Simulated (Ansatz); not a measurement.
Ansatz (a quantum-chemistry and plane-wave program) input (CAM-B3LYP/def2-TZVPD):

Ansatz 0.2 input:
```yaml
crystal:
  periodic: [false, false, false]
  atoms:
    - {symbol: C, position_ang: [-2.40749382, 0.60762864, 0.39750895]}
    - {symbol: C, position_ang: [-1.03145716, 0.14057155, -0.02906301]}
    - {symbol: C, position_ang: [0.04911003, 0.43526672, 1.01927964]}
    - {symbol: C, position_ang: [1.42849429, 0.08156540, 0.61439705]}
    - {symbol: Cl, position_ang: [2.19714696, 1.01010182, -0.60745327]}
    - {symbol: Cl, position_ang: [-1.07336605, -1.65078014, -0.36422628]}
    - {symbol: H, position_ang: [-2.39592804, 1.69032587, 0.54590849]}
    - {symbol: H, position_ang: [-3.15174643, 0.37143327, -0.36155315]}
    - {symbol: H, position_ang: [-2.70597703, 0.13323149, 1.33327430]}
    - {symbol: H, position_ang: [-0.74681142, 0.58626009, -0.98012151]}
    - {symbol: H, position_ang: [-0.19886865, -0.10220012, 1.93792142]}
    - {symbol: H, position_ang: [-0.00774642, 1.50769419, 1.23799819]}
    - {symbol: H, position_ang: [1.87088274, -0.88540728, 0.79238894]}
basis:
  gaussian:
    orbitals: def2-TZVPD
hamiltonian:
  xc: {name: CAM-B3LYP}
magnetization: {spin_polarized: true, initial_magnetization: 1}
output: {forces: true}
```

End of the output:

```
Total energy: -29306.99926414 eV, -1077.0123579595 hartree
Atom 0 at    -2.407494     0.607629     0.397509 Å, force     0.094144    -0.024454    -0.019387 eV/Å
Atom 1 at    -1.031457     0.140572    -0.029063 Å, force     0.025939    -0.172648     0.059374 eV/Å
Atom 2 at     0.049110     0.435267     1.019280 Å, force    -0.081101    -0.016844    -0.084774 eV/Å
Atom 3 at     1.428494     0.081565     0.614397 Å, force     0.028252     0.107030    -0.159553 eV/Å
Atom 4 at     2.197147     1.010102    -0.607453 Å, force    -0.086770    -0.107056     0.166943 eV/Å
Atom 5 at    -1.073366    -1.650780    -0.364226 Å, force    -0.014490     0.254853     0.054807 eV/Å
Atom 6 at    -2.395928     1.690326     0.545908 Å, force     0.000288    -0.038927    -0.007854 eV/Å
Atom 7 at    -3.151746     0.371433    -0.361553 Å, force     0.021653     0.005374     0.020016 eV/Å
Atom 8 at    -2.705977     0.133231     1.333274 Å, force     0.007853     0.009944    -0.024674 eV/Å
Atom 9 at    -0.746811     0.586260    -0.980122 Å, force    -0.018966    -0.011824     0.021566 eV/Å
Atom 10 at    -0.198869    -0.102200     1.937921 Å, force     0.010217     0.015960    -0.025217 eV/Å
Atom 11 at    -0.007746     1.507694     1.237998 Å, force     0.008461    -0.039931    -0.007557 eV/Å
Atom 12 at     1.870883    -0.885407     0.792389 Å, force     0.004521     0.018523     0.006310 eV/Å
Dipole moment:    -0.207121     0.279378     0.253797 e Å
```

It need not be the lowest isomer of its formula.
